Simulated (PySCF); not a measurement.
# Dipole moment and polarisability of `CP(C)P1C=CCC1`

Species: C6H12P2.
Geometry (PBE0-D3(BJ)/def2-SVP, Å), atoms numbered from 1 in this order:
```xyz
20
C6H12P2 angstrom
C     -1.9345   -1.4972    0.1370
P     -1.1174    0.1001    0.6074
C     -2.3295    1.2897   -0.1413
P      0.3981    0.1333   -1.0466
C      1.4504   -1.2259   -0.4046
C      2.3937   -0.8142    0.4536
C      2.3970    0.6491    0.7899
C      1.5947    1.3672   -0.2993
H     -1.2918   -2.3384    0.4356
H     -2.8821   -1.5864    0.6907
H     -2.1464   -1.5691   -0.9422
H     -3.2473    1.3010    0.4677
H     -2.5891    1.0358   -1.1812
H     -1.9059    2.3055   -0.1200
H      1.3156   -2.2694   -0.7009
H      3.1040   -1.4997    0.9289
H      1.9206    0.7821    1.7793
H      3.4188    1.0533    0.8819
H      2.2577    1.6849   -1.1211
H      1.0717    2.2656    0.0624
```

Level: CAM-B3LYP/def2-SVPD (PySCF), static field, nuclei fixed, core orbitals frozen in the response. The polarisability tensor in these axes (au):

```
x   149.72   0.78   2.53
y     0.78 116.76   0.19
z     2.53   0.19 105.98
```

**Question.** Give the principal values, the mean and the anisotropy Δα = √{½[(α1 − α2)² + (α2 − α3)² + (α1 − α3)²]}.

**Answer.** Principal values 105.83, 116.74 and 149.88 au; mean 124.15 au = 18.40 Å³ = 20.47 × 10⁻⁴⁰ C²·m²/J; Δα = 39.74 au (32 % of the mean).

**Question.** What is the dipole moment, and where does it point?

**Answer.** (0.23, 0.01, 0.45) D, 0.50 D in size, pointing from the negative to the positive side. Measured along this direction, the outermost atoms are H13 at the negative end and H17 and H18 at the positive end.

**Question.** Traceless (Buckingham) quadrupole moment about the centre of nuclear charge: eigenvalues?

**Answer.** -9.68, 3.37, 6.32 D·Å. The values depend on the origin, since the dipole doesn't vanish. The electronic extent ⟨r²⟩ about the same centre is 1447 bohr², a root-mean-square distance of 2.28 Å for the 78 electrons.

**Question.** Find the Langevin capture rate constant for H3+ (3.023 u) meeting this molecule (146.041 u), k = 2.342 × 10⁻⁹ cm³/s × √(α in Å³ / reduced mass in u).

**Answer.** The reduced mass is 2.96 u, so k = 5.84 × 10⁻⁹ cm³/s. The formula leaves out the permanent dipole, which adds to the capture rate.

**Question.** What depolarisation ratio follows for Rayleigh scattering of linearly polarised light, taking the static tensor?

**Answer.** ρ = 3Δα²/(45ᾱ² + 4Δα²) = 4736.8/(693591 + 6315.7) = 0.00677.

The structure is a single PBE0-D3(BJ)/def2-SVP conformer in the gas phase; no vibrational or solvent corrections.

These values come from a run that also computed excited states and ΔSCF ions. Time: 4.4 min of wall time; peak memory 1.3 GiB. Hardware: Arm Neoverse N1, one thread, shared host.
